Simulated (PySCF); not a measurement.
System: sum formula HSiO2F2, charge -1, multiplicity 1. It need not be the lowest isomer of its formula. Whether it binds its extra electron was not tested at this geometry. SMILES: [O-][Si](F)(O)F
Coordinates optimised at B3LYP-D3(BJ)/def2-TZVP (Ansatz):
```
Si
O 1 1.5422
F 1 1.6318 2 117.26
F 1 1.6318 2 117.26 3 -117.55
O 1 1.6810 2 115.74 3 121.23
H 5 0.9608 1 106.92 2 0.00
```
Charge -1, spin multiplicity 1.

Dispersion corrections to the total energy (kcal/mol) from the dftd3 and dftd4 libraries through PySCF: D3(BJ) without and D4 with the three-body term, each with the damping fitted for the functional named.

```tsv
functional	D3(BJ)	D4
HSE06	-1.36	?
r2SCAN	-0.55	-0.70
HF	-19.42	-11.59
PW6B95	-1.07	-2.83
B3LYP	-3.84	-4.96
BHLYP	-3.08	?
TPSSh	?	-3.73
```

Complete the blanks.


- HSE06, D4: -2.34
- BHLYP, D4: -3.62
- TPSSh, D3(BJ): -2.45
